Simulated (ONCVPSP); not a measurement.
**What the settings do to the ONCV potential of Zr (Z = 40)**

Base potential:

ONCVPSP 4.0.1 input, shortened (lines: element, Z, core and valence counts, functional; n l f; lmax; l rc ep ncon nbas qcut; lloc lpopt rc5 dvloc0; l nproj debl; icmod fcfact rcfact), LDA (Perdew-Wang 92), fully relativistic:

```
  Zr 40.00    6    4  -001012      upf
    1    0    2.00
    2    0    2.00
    2    1    6.00
    3    0    2.00
    3    1    6.00
    3    2   10.00
    4    0    2.00
    4    1    6.00
    4    2    2.00
    5    0    1.50
    3
    0    2.25    0.00    5    9    6.70
    1    1.35    0.00    4    9    5.80
    2    3.10    0.00    4    9    4.80
    3    2.35    0.28    4    8    5.20
    4    3    1.30    1.00
    0    2    2.10
    1    1    2.20
    2    2    0.40
    3    2    0.40
    0    0.00    0.00
```

Open shells are filled in proportion to 2j + 1.

Cutoffs, loose and tight: the cutoffs (Ha) at which the residual kinetic energy of the hardest occupied pseudo-wave falls to 1 and 0.1 mHa per electron. They do not see the model core or the augmentation charge, which bear on the density cutoff. Test errors are all-electron minus pseudo excitation energies from the reference, over the configurations 4s2 4p6 4d2 5s2; 4s2 4p6 4d2 5s1; 4s2 4p6 4d2 5s0; 4s2 4p6 4d1 5s0. A dash means not determined; rows that change the core or the reference have their own tests.

A true bound ghost makes a file unfit for plane-wave use even where its test errors are small: the radial tests pick states by their node count and pass the ghost by.

```
     change    outcome  cutoff, loose  cutoff, tight  bound ghosts  GHOST(+) flags above zero  largest test error (meV)
       base  generated          37 Ha         140 Ha          none                       d5/2                       +72
d: qcut 2.8  generated          37 Ha         140 Ha    d5/2, d3/2                       none                      +267
d: qcut 3.5  generated          37 Ha         140 Ha    d5/2, d3/2                       none                      +169
d: qcut 3.9  generated          37 Ha         140 Ha    d5/2, d3/2                       none                      +128
d: qcut 4.6  generated          37 Ha         140 Ha          none                       d5/2                       +82
  d: qcut 5  generated          37 Ha         140 Ha          none                 d5/2, d3/2                       +64
d: qcut 5.6  generated          37 Ha         140 Ha          none                       none                       +45
d: qcut 6.6  generated          37 Ha         140 Ha          none                       none                       +26
d: qcut 7.2  generated          37 Ha         140 Ha          none                       none                       +30
```

What comes out with this change to the base: d: qcut 6?

outcome: generated; cutoff, loose: 37 Ha; cutoff, tight: 140 Ha; bound ghosts: none; GHOST(+) flags above zero: none; largest test error (meV): +36.

Reading the sweep of the qcut of the d channel (base included, trends over the rows without a ghost): The loose cutoff stays near 37 Ha. The median size of the test errors (rows with all tests solved) is not monotonic: lowest 1.0 meV at 6.6 1/bohr, highest 2.2 meV at 4.6 1/bohr. Bound ghosts are found at 2.8, 3.5, 3.9 1/bohr.
